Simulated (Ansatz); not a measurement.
Ansatz (a quantum-chemistry and plane-wave program) input (PBE0/6-31G*):

Ansatz 0.2 input:
```yaml
crystal:
  periodic: [false, false, false]
  atoms:
    - {symbol: Si, position_ang: [-0.03776263, -0.00557423, 0.32102313]}
    - {symbol: F, position_ang: [-0.68530069, 1.29659503, -0.29329338]}
    - {symbol: F, position_ang: [1.49422104, -0.02325141, -0.05982940]}
    - {symbol: F, position_ang: [-0.72707839, -1.26126273, -0.34262232]}
    - {symbol: H, position_ang: [-0.20790089, -0.03068876, 1.76738212]}
basis:
  gaussian:
    orbitals: 6-31G*
hamiltonian:
  xc: {name: PBE0}
```

Output:

```
Functional definition: PBE0
integrals: 0.02 GiB planned
572 factors; integrals over basis functions are off by at most 7.9e-4 eV
0.12 GiB of the device are held for the grids
0.65 GiB of device memory are held for the factors and their scratch space
mean field: 0.15 GiB planned
mean field evaluation 1: about -16034.9480 eV, gradient 4.4e1 eV
mean field evaluation 2: about -16032.4119 eV, gradient 6.1e1 eV
mean field evaluation 4: about -16037.6858 eV, gradient 9.2e-1 eV
mean field evaluation 8: about -16037.8173 eV, gradient 7.3e-3 eV
mean field evaluation 16: about -16037.8173 eV, gradient 6.2e-6 eV
mean field -16037.81730979 eV, -589.3789153118 hartree, gradient 6.2e-6 eV, S^2 0.000000; 0 other end points of the search recorded, 0 dependent functions left out
reference -16037.81733417 eV, -589.3789162076 hartree; 21, 21 occupied and 45, 45 virtual orbitals, 572 factors
Total energy: -16037.81733417 eV, -589.3789162076 hartree
```
